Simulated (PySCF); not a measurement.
**Stationary points of [CrS2]+**

Computed with PBE0/[Cr def2-SVP, S def2-SVP], no relativity, density fitting, PySCF.

Relaxations began from a few typed shapes; open shells are unrestricted. The search is not exhaustive: other isomers or separated fragments can lie lower, and high-lying points may rest on an excited occupation.

**Question.** Which is the lowest minimum found?
A. broken-symmetry Ms = 1/2 (⟨S²⟩ 2.71) C2v: Cr–S 2.278 Å (×2), S–S 1.993 Å; Cr–S–S 64.1° (×2), S–Cr–S 51.9°
B. broken-symmetry Ms = 1/2 (⟨S²⟩ 2.95) C2v: Cr–S 2.125 Å (×2); S–Cr–S 111.5°

**Answer.** A. The others lie at 58.9 (broken-symmetry Ms = 1/2 C2v) kJ/mol above it.

For the lowest minimum: the determinant is spin-contaminated (⟨S²⟩ = 2.71, pure value 0.75). The spin densities have lower symmetry than the nuclear frame. Other spin states or occupations of the open shell can lie lower.
